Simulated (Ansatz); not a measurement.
WS4⁻. The state is a doublet with charge -1. Geometry PBE-D4/def2-SVP, that of the neutral singlet; atoms count from 1.

```xyz
5

W     0.248    0.378    0.123
S     2.321   -0.173   -0.053
S    -0.255    1.022    2.125
S    -1.353   -1.244   -0.275
S    -0.961    0.017   -1.921
```

In the def2 sets W takes a core potential; there is no spin–orbit coupling. The structure comes from a short search, and lower isomers may exist.

(1) Estimate the Mulliken populations from the PBE0/def2-TZVPD orbitals of Ansatz.

(2) Where does the spin sit?

(3) And the Mayer bond orders between heavy atoms (over 0.3)?

Answers

(1) 
```json
{"atom": "W1", "charge (e)": "0.99", "spin (α − β)": "1.18", "d electrons": "4.06"}
{"atom": "S2", "charge (e)": "-0.58", "spin (α − β)": "-0.10", "d electrons": "–"}
{"atom": "S3", "charge (e)": "-0.57", "spin (α − β)": "-0.10", "d electrons": "–"}
{"atom": "S4", "charge (e)": "-0.39", "spin (α − β)": "0.03", "d electrons": "–"}
{"atom": "S5", "charge (e)": "-0.45", "spin (α − β)": "-0.01", "d electrons": "–"}
```
Mulliken values depend strongly on the basis. With diffuse functions, as here, like atoms can get unlike values, and bond orders can come out too low or too high.

(2) Summed by element: W 1.18, S -0.18, of 1 unpaired in all. Largest on single atoms: W1 1.18, S2 -0.10, S3 -0.10.

(3) W1–S2 1.82 (2.15 Å); W1–S3 1.82 (2.16 Å); W1–S4 0.87 (2.31 Å); W1–S5 0.72 (2.40 Å); S4–S5 0.96 (2.11 Å).
